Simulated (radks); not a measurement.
Q: The table gives one normalised radial function P(r) = r R(r) (large component) of Mo2+ in [Kr] 4d4 (r in bohr). All-electron calculation, Dirac Kohn-Sham, PBEsol, spin-unpolarised, spherical densities, point nucleus; open shells are shared between the two j in proportion to 2j + 1. Program: a radial shooting solver on a logarithmic mesh with Libxc functionals.

| r | P |
|---|---|
| 0.001846 | 0.0000 |
| 0.002482 | 0.0000 |
| 0.00331 | 0.0001 |
| 0.004415 | 0.0002 |
| 0.005889 | 0.0004 |
| 0.007917 | 0.0009 |
| 0.01056 | 0.0020 |
| 0.01408 | 0.0045 |
| 0.01878 | 0.0096 |
| 0.02526 | 0.0210 |
| 0.03368 | 0.0437 |
| 0.04493 | 0.0883 |
| 0.05992 | 0.1711 |
| 0.08056 | 0.3193 |
| 0.1075 | 0.5461 |
| 0.1433 | 0.8558 |
| 0.1911 | 1.2035 |
| 0.257 | 1.4896 |
| 0.3428 | 1.5611 |
| 0.4572 | 1.3557 |
| 0.6097 | 0.9419 |
| 0.8198 | 0.4892 |
| 1.093 | 0.1845 |
| 1.458 | 0.0456 |
| 1.945 | 0.0066 |
| 2.615 | 0.0004 |
| 3.488 | 0.0000 |
| 4.652 | 0.0000 |
| 6.205 | 0.0000 |
| 8.342 | 0.0000 |
| 11.13 | 0.0000 |

Which n and l does it have? It may be an empty orbital.

A: n = 3, l = 2: the number of nodes gives n - l - 1 = 0, the rise at small r points to l (for j = l - 1/2 the large component starts as r^gamma with gamma = sqrt(l^2 - (Z/c)^2) = 1.98 and the r^(l+1) term takes over further out; the orbital of l - 1 with the same j starts with the same power, but with a larger coefficient, and does not steepen), and the extent must fit the shell. The curve is that of 3d3/2; the two j differ most near the nucleus, where j = l - 1/2 has the larger amplitude, and in heavy atoms j = l - 1/2 is also the more compact. 3d3/2: eigenvalue -241.39 eV, 0 radial nodes, <r> = 0.413 bohr, 90 % of the charge inside 0.661 bohr.
